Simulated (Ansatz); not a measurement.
Basis-set series for `C[CH2][InH][F]`. Charge 0, multiplicity 1. In takes the def2 core potential. Geometry: relaxed with PBE0-D4/def2-TZVP. It is one conformer, not always the lowest.

```tsv
functional	basis	functions	energy (Eh)	HOMO (eV)	LUMO (eV)
PBE0-D4	def2-TZVPP	227	-369.70062	-7.70	-1.40
PBE0-D4	def2-QZVPP	433	-369.71324	-7.72	-1.43
ωB97M-V	def2-TZVPP	227	-369.76222	-9.85	0.01
ωB97M-V	def2-QZVPP	433	-369.77461	-9.87	-0.07
```

(1) Give the rows for def2-SVP. (An estimate is asked.)

Answers

(1) The calculation gave: 
```json
{"functional": "PBE0-D4", "basis": "def2-SVP", "functions": "98", "energy (Eh)": "-369.47430", "HOMO (eV)": "-7.63", "LUMO (eV)": "-1.28"}
{"functional": "ωB97M-V", "basis": "def2-SVP", "functions": "98", "energy (Eh)": "-369.52627", "HOMO (eV)": "-9.76", "LUMO (eV)": "0.27"}
```

Positive LUMOs are unbound and depend on the basis.

All numbers were calculated with Ansatz.
